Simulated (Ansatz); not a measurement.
Cartesian coordinates in Å:
```
O 0.537 1.624 -0.896
W 0.164 0.070 -0.304
O 0.716 -1.092 -1.422
O 1.033 -0.214 1.340
O -1.701 -0.069 -0.105
H 1.491 0.462 1.844
H -2.241 -0.779 -0.458
```

Total charge 0; spin multiplicity 1. W: def2 effective core potential.

(1) List the PBE0/def2-TZVPP orbital energies in eV (Ansatz 0.2.0). (An estimate is asked.)

Answers

(1) Ansatz gave: Occupied: -523.94, -523.94, -523.09, -523.09, -84.32, -47.60, -47.47, -47.30, -28.72, -28.48, -26.02, -25.61, -15.56, -15.55, -12.33, -12.24, -12.18, -11.67, -10.90, -10.47, -10.23, -9.79, -9.65, -8.94. Lowest empty: -1.49, -1.27, -0.49, -0.33, 0.61, 0.87, 1.07, 2.35.
